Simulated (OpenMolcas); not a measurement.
## S+: CASPT2 settings compared

```
Program             : OpenMolcas 26.06
Basis               : ANO-RCC-VTZP [5s4p2d1f]
Scalar Hamiltonian  : DKH2, point nucleus
Active space        : 3 electrons in 3 orbitals (3p)
State averaging     : 2S+1 = 4 odd, 1 root; 2S+1 = 2 odd, 8 roots kept (CI in the orbitals of an earlier block)
Spin-orbit coupling : state interaction with AMFI integrals over the reference wave functions, term energies averaged over their components
```

Methods on the same reference wave functions:
A. CASSCF
B. SS-CASPT2, IPEA 0.75 Eh, sigma1 regulariser 0.3 Eh (closed shells correlated: 2s 2p 3s)
C. SS-CASPT2, IPEA 0.4 Eh, imaginary shift 0.2 Eh (closed shells correlated: 3s)
D. SS-CASPT2, IPEA 0.75 Eh, sigma2 regulariser 0.5 Eh (closed shells correlated: 3s)

Energies in cm-1 above 3s2 3p3 4S* 3/2, the measured ground level; measured values from NIST Handbook of Basic Atomic Spectroscopic Data.

```csv
Level,A,B,C,D,Measured
3s2 3p3 4S* 3/2,0.0,0.0,0.0,0.0,0.0
3s2 3p3 2D* 3/2,19348,15430,15610,15490,14853
3s2 3p3 2D* 5/2,19366,15450,15640,15510,14885
3s2 3p3 2P* 1/2,32273,26310,26480,26410,24525
3s2 3p3 2P* 3/2,32297,26340,26510,26440,24572
```

Deviations, from unrounded energies. A percentage is the sum of absolute deviations over the sum of measured energies, with the sign that they share, or ± where signs differ.

| Against measurement | Levels | A | B | C | D |
| --- | --- | --- | --- | --- | --- |
| mean absolute deviation (cm-1) | 4 | 6100 | 1200 | 1400 | 1300 |
| other terms of the ground configuration (%) | 4 | +31.0 | +5.9 | +6.9 | +6.4 |

B lies closest to measurement on these levels and A furthest from it. The largest miss of B in the table is 3s2 3p3 2P* 1/2, by +1800 cm-1. The ranking rests on the paired levels alone, and a cruder setting can come out closer through cancelling errors.

Among B to D the level of the table that moves most is 3s2 3p3 2D* 5/2, by 190 cm-1 (lowest in B, highest in C). Moves below CASPT2's spread within the term are not significant.

The mean deviations of B to D differ by less than CASPT2's widest spread within a term (540 cm-1), so their order carries little weight.

From A to B the spin-free energies of the other terms of 3s2 3p3 shown, above 4S*, scale by factors of 0.80 to 0.82.

The lowest spin-free term lies below A's lowest term by 0.093 hartree in B, 0.085 hartree in C, 0.076 hartree in D.

CASPT2 breaks the degeneracy within a term, and the mean is taken; among the terms shown or strongly mixed into the levels shown the widest spread is 540 cm-1 (3s2 3p3 2D*, B). Terms from blocks run as CI alone lack orbitals of their own. With the s shell closed, the reference lacks s² → p² mixing. Without dynamic correlation excited terms often stand tens of per cent too high (terms of higher spin than the ground term too low), and those without a measured partner can miss by more than the paired ones (holds for A). Measured partners are found by configuration, term and J. A level has none where our copy of the source lacks it or the pairing is in doubt (some pairs that miss far off the trend of their configuration count as doubtful), and it then counts in no deviation. Only configurations of the active space appear.

* marks odd parity.
